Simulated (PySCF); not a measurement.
PySCF input for BH3N, SMILES [NH2+]=B, charge +1, ADC(2)/aug-cc-pVDZ. The structure is a stationary point at TPSSh-D3(BJ)/def2-TZVP. The isomer is the one that the SMILES or the coordinates give; other isomers of the formula were not compared.

```python
import numpy as np
from pyscf import gto, scf, dft, adc

mol = gto.M(
    atom='''
    B     0.00000000    0.00000000    0.78610112
    N     0.00000000    0.00000000   -0.52890061
    H     0.00000000   -0.00000000    1.95625494
    H     0.00000000    0.85290596   -1.09222816
    H     0.00000000   -0.85290597   -1.09222815
    ''',
    basis='aug-cc-pVDZ',
    charge=1,
    spin=0,
    max_memory=1600,
    verbose=4,
)
mf = scf.RHF(mol)
mf.conv_tol = 1e-10
mf.max_cycle = 100
mf.kernel()
res = {}
for kind, nroots in (('ee', 6), ('ip', 6), ('ea', 2)):
    a = adc.ADC(mf).density_fit('aug-cc-pvdz-ri')
    a.method, a.method_type = 'adc(2)', kind
    e, v, p, x = a.kernel(nroots=nroots)
    res[kind] = (e * 27.211386245988, p)
a = adc.ADC(mf).density_fit('aug-cc-pvdz-ri')
a.method, a.method_type, a.ncvs = 'adc(2)-x', 'ip', 2
e, v, p, x = a.kernel(nroots=2)
res['core ip, CVS-ADC(2)-x'] = (e * 27.211386245988, p)
for kind, (e, p) in res.items():
    print(kind, 'energies / eV', np.round(e, 3), 'strengths', np.round(p, 4))
```

Log of the run:

```
PySCF version 2.14.0

[INPUT] verbose = 4
[INPUT] num. atoms = 5
[INPUT] num. electrons = 14
[INPUT] charge = 1
[INPUT] spin (= nelec alpha-beta = 2S) = 0
[INPUT] symmetry False subgroup None
[INPUT] Mole.unit = angstrom
[INPUT] Symbol           X                Y                Z      unit          X                Y                Z       unit  Magmom
[INPUT]  1 B      0.000000000000   0.000000000000   0.786101120000 AA    0.000000000000   0.000000000000   1.485515823014 Bohr   0.0
[INPUT]  2 N      0.000000000000   0.000000000000  -0.528900610000 AA    0.000000000000   0.000000000000  -0.999477300015 Bohr   0.0
[INPUT]  3 H      0.000000000000   0.000000000000   1.956254940000 AA    0.000000000000   0.000000000000   3.696786066427 Bohr   0.0
[INPUT]  4 H      0.000000000000   0.852905960000  -1.092228160000 AA    0.000000000000   1.611758674409  -2.064012087938 Bohr   0.0
[INPUT]  5 H      0.000000000000  -0.852905970000  -1.092228150000 AA    0.000000000000  -1.611758693307  -2.064012069040 Bohr   0.0

nuclear repulsion = 28.2939515560536
number of shells = 31
number of NR pGTOs = 103
number of NR cGTOs = 73
basis = aug-cc-pVDZ
ecp = {}


[settings echo left out]
init E= -81.0259920800966
  HOMO = -0.357773952447642  LUMO = 0.010841740241808  gap/eV = 10.03054
cycle= 1 E= -80.5813176477831  delta_E= 0.445  |g|= 0.323  |ddm|= 2.18
  HOMO = -0.776942114300352  LUMO = -0.222626782048844  gap/eV = 15.08369
cycle= 2 E= -80.6246851517281  delta_E= -0.0434  |g|= 0.0713  |ddm|= 0.419
  HOMO = -0.740253379825456  LUMO = -0.173680569913107  gap/eV = 15.41723
cycle= 3 E= -80.626883451128  delta_E= -0.0022  |g|= 0.0187  |ddm|= 0.162
  HOMO = -0.7427196668548  LUMO = -0.176858155935513  gap/eV = 15.39788
cycle= 4 E= -80.6270548551659  delta_E= -0.000171  |g|= 0.00491  |ddm|= 0.0327
  HOMO = -0.74229991645081  LUMO = -0.176726890699136  gap/eV = 15.39003
cycle= 5 E= -80.6270755896218  delta_E= -2.07e-05  |g|= 0.00164  |ddm|= 0.00915
  HOMO = -0.742372108056625  LUMO = -0.176571019298749  gap/eV = 15.39623
cycle= 6 E= -80.6270781105668  delta_E= -2.52e-06  |g|= 0.000387  |ddm|= 0.00326
  HOMO = -0.742213047584038  LUMO = -0.176542271286741  gap/eV = 15.39269
cycle= 7 E= -80.627078200353  delta_E= -8.98e-08  |g|= 0.000191  |ddm|= 0.000629
  HOMO = -0.742231635390604  LUMO = -0.176526701533362  gap/eV = 15.39362
cycle= 8 E= -80.627078216075  delta_E= -1.57e-08  |g|= 2.26e-05  |ddm|= 0.000354
  HOMO = -0.742228545798633  LUMO = -0.17652431634392  gap/eV = 15.39360
cycle= 9 E= -80.6270782164036  delta_E= -3.29e-10  |g|= 2.74e-06  |ddm|= 4.83e-05
  HOMO = -0.742228458902406  LUMO = -0.176524377029027  gap/eV = 15.39359
cycle= 10 E= -80.6270782164083  delta_E= -4.63e-12  |g|= 2.97e-07  |ddm|= 5.89e-06
  HOMO = -0.742228477344198  LUMO = -0.176524433700882  gap/eV = 15.39359
Extra cycle  E= -80.6270782164079  delta_E= 3.41e-13  |g|= 1.05e-07  |ddm|= 6.45e-07
converged SCF energy = -80.6270782164079

******** <class 'pyscf.adc.radc.RADC'> ********
******** ADC Orbital Information ********
Number of Frozen Occupied Orbitals: 0
Number of Frozen Virtual Orbitals: 0
Number of Active Occupied Orbitals: 7
Number of Active Virtual Orbitals: 66
*****************************************
******** <class 'pyscf.df.df.DF'> ********
auxbasis = aug-cc-pvdz-ri
Reference correlation energy (doubles): -0.24287771
MP2 correlation energy of reference state (a.u.) = -0.24287771

******** <class 'pyscf.adc.radc_ee.RADCEE'> ********
max_space = 12
max_cycle = 50
conv_tol = 1e-08

*************************************************************
        ADC calculation summary (singlet states only)
*************************************************************
adc(2) root 0  |  Energy (Eh) =   0.2159530067  |  Energy (eV) =   5.87638063  |  Osc. strength = 0.00000000  |  conv = True
adc(2) root 1  |  Energy (Eh) =   0.3337526242  |  Energy (eV) =   9.08187149  |  Osc. strength = 0.25378538  |  conv = True
adc(2) root 2  |  Energy (Eh) =   0.3578445533  |  Energy (eV) =   9.73744627  |  Osc. strength = 0.03051774  |  conv = True
adc(2) root 3  |  Energy (Eh) =   0.3647524783  |  Energy (eV) =   9.92542049  |  Osc. strength = 0.07167081  |  conv = True
adc(2) root 4  |  Energy (Eh) =   0.4286721821  |  Energy (eV) =  11.66476422  |  Osc. strength = 0.05920399  |  conv = True
adc(2) root 5  |  Energy (Eh) =   0.4329243568  |  Energy (eV) =  11.78047179  |  Osc. strength = 0.00000000  |  conv = True

******** <class 'pyscf.adc.radc.RADC'> ********
******** ADC Orbital Information ********
Number of Frozen Occupied Orbitals: 0
Number of Frozen Virtual Orbitals: 0
Number of Active Occupied Orbitals: 7
Number of Active Virtual Orbitals: 66
*****************************************
******** <class 'pyscf.df.df.DF'> ********
auxbasis = aug-cc-pvdz-ri
Reference correlation energy (doubles): -0.24287771
MP2 correlation energy of reference state (a.u.) = -0.24287771

******** <class 'pyscf.adc.radc_ip.RADCIP'> ********
max_space = 12
max_cycle = 50
conv_tol = 1e-08

*************************************************************
        ADC calculation summary (doublet states only)
*************************************************************
adc(2) root 0  |  Energy (Eh) =   0.7049705894  |  Energy (eV) =  19.18322684  |  Spec. factor = 1.80890031  |  conv = True
adc(2) root 1  |  Energy (Eh) =   0.8639292296  |  Energy (eV) =  23.50871176  |  Spec. factor = 1.86172604  |  conv = True
adc(2) root 2  |  Energy (Eh) =   0.9034706025  |  Energy (eV) =  24.58468732  |  Spec. factor = 1.79176807  |  conv = True
adc(2) root 3  |  Energy (Eh) =   0.9450663178  |  Energy (eV) =  25.71656439  |  Spec. factor = 1.80180620  |  conv = True
adc(2) root 4  |  Energy (Eh) =   1.3079348404  |  Energy (eV) =  35.59071983  |  Spec. factor = 0.00006304  |  conv = True
adc(2) root 5  |  Energy (Eh) =   1.3193396110  |  Energy (eV) =  35.90105945  |  Spec. factor = 1.61194610  |  conv = True

******** <class 'pyscf.adc.radc.RADC'> ********
******** ADC Orbital Information ********
Number of Frozen Occupied Orbitals: 0
Number of Frozen Virtual Orbitals: 0
Number of Active Occupied Orbitals: 7
Number of Active Virtual Orbitals: 66
*****************************************
******** <class 'pyscf.df.df.DF'> ********
auxbasis = aug-cc-pvdz-ri
Reference correlation energy (doubles): -0.24287771
MP2 correlation energy of reference state (a.u.) = -0.24287771

******** <class 'pyscf.adc.radc_ea.RADCEA'> ********
max_space = 12
max_cycle = 50
conv_tol = 1e-08

*************************************************************
        ADC calculation summary (doublet states only)
*************************************************************
adc(2) root 0  |  Energy (Eh) =  -0.2258623353  |  Energy (eV) =  -6.14602719  |  Spec. factor = 1.90764943  |  conv = True
adc(2) root 1  |  Energy (Eh) =  -0.1394138075  |  Energy (eV) =  -3.79364293  |  Spec. factor = 1.95780110  |  conv = True

******** <class 'pyscf.adc.radc.RADC'> ********
******** ADC Orbital Information ********
Number of Frozen Occupied Orbitals: 0
Number of Frozen Virtual Orbitals: 0
Number of Active Occupied Orbitals: 7
Number of Active Virtual Orbitals: 66
*****************************************
******** <class 'pyscf.df.df.DF'> ********
auxbasis = aug-cc-pvdz-ri
Reference correlation energy (doubles): -0.24287771
MP2 correlation energy of reference state (a.u.) = -0.24287771

******** <class 'pyscf.adc.radc_ip_cvs.RADCIPCVS'> ********
max_space = 12
max_cycle = 50
conv_tol = 1e-08

*************************************************************
        ADC calculation summary (doublet states only)
*************************************************************
adc(2)-x root 0  |  Energy (Eh) =   7.6823046394  |  Energy (eV) = 209.04615707  |  Spec. factor = 1.53507125  |  conv = True
adc(2)-x root 1  |  Energy (Eh) =   7.9362010143  |  Energy (eV) = 215.95502933  |  Spec. factor = 0.00000015  |  conv = True
ee energies / eV [ 5.876  9.082  9.737  9.925 11.665 11.78 ] strengths [0.     0.2538 0.0305 0.0717 0.0592 0.    ]
ip energies / eV [19.183 23.509 24.585 25.717 35.591 35.901] strengths [1.8089e+00 1.8617e+00 1.7918e+00 1.8018e+00 1.0000e-04 1.6119e+00]
ea energies / eV [-6.146 -3.794] strengths [1.9076 1.9578]
core ip, CVS-ADC(2)-x energies / eV [209.046 215.955] strengths [1.5351 0.    ]
```

The calculation finished and met its thresholds.

Cost: about 21 core-seconds (a rough figure).
